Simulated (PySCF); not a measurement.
**Kr²⁺: excitation energy**

Kr²⁺ [Ar] 3d10 4s2 4p4 (3P) → Kr²⁺ [Ar] 3d10 4s1 4p5 (3P), as a difference of total energies. All numbers are calculated (PySCF 2.14, scalar relativity by spin-free X2C-1e, in x2c-QZVPPall with one added diffuse shell each of s, p, d, f type (12s9p6d5f1g, 113 functions)). Correlated levels: valence: [Ar] 3d10 frozen; valence and next inner shell: [Ne] frozen. The calculations carry no spin-orbit coupling.

```csv
method,excitation energy (cm⁻¹)
UHF,135060
LDA,121510
PBE,121310
PBE0,124890
r2SCAN,123200
MN15,119410
M06-L,123420
ROHF,134730
MP2 (valence),125050
MP2 (valence and next inner shell),124700
SCS-MP2 (valence and next inner shell),123350
```

Q: Estimate what SCS-MP2 (valence) gives.

A: 123730 cm⁻¹, closest to M06-L among the rows shown.

Q: Estimate what CAM-B3LYP gives.

A: 125850 cm⁻¹, closest to MP2 (valence) among the rows shown.

A first-order spin-orbit estimate (lowest level to lowest level, LS coupling) adds -0.010 eV.
